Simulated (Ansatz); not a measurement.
Start from `C[O][GeH]([F])[S]C` and change one atom or group to get `C[O][GeH]([F])[O]C`.

Ansatz, PBE0-D4/def2-TZVP geometries, multiplicity 1. Each molecule was computed in one conformer, which needn't be the lowest.

Scalar relativity is left out up to krypton.

```json
{"property": "LUMO energy (B3LYP/def2-TZVPP) / eV", "`C[O][GeH]([F])[S]C`": "-0.47"}
{"property": "HOMO energy (B3LYP/def2-TZVPP) / eV", "`C[O][GeH]([F])[S]C`": "-7.05"}
{"property": "HOMO energy (ωB97M-V/def2-TZVPP) / eV", "`C[O][GeH]([F])[S]C`": "-9.50"}
{"property": "size of the dipole moment (B3LYP/def2-TZVPP) / D", "`C[O][GeH]([F])[S]C`": "1.35"}
{"property": "HOMO–LUMO gap (PBE/def2-TZVPP) / eV", "`C[O][GeH]([F])[S]C`": "4.90"}
{"property": "LUMO energy (PBE0/def2-TZVPP) / eV", "`C[O][GeH]([F])[S]C`": "-0.20"}
```

**Question.** Give the same properties after the change, and the shifts. (Estimate.)

**Answer.** Computed: 
```tsv
property	`C[O][GeH]([F])[O]C`	shift
LUMO energy (B3LYP/def2-TZVPP) / eV	0.14	0.61
HOMO energy (B3LYP/def2-TZVPP) / eV	-8.08	-1.03
HOMO energy (ωB97M-V/def2-TZVPP) / eV	-10.75	-1.25
size of the dipole moment (B3LYP/def2-TZVPP) / D	1.26	-0.09
HOMO–LUMO gap (PBE/def2-TZVPP) / eV	6.12	1.22
LUMO energy (PBE0/def2-TZVPP) / eV	0.51	0.71
```

With PBE0 the HOMO falls by 1.04 eV and the LUMO rises by 0.71 eV, so the gap widens by about 1.75 eV. PBE moves the HOMO by -0.67 eV and ωB97M-V by -1.25 eV. Dipoles are sizes alone; their direction can turn.

B3LYP here is the variant with VWN-RPA as its local correlation; programs differ in this.
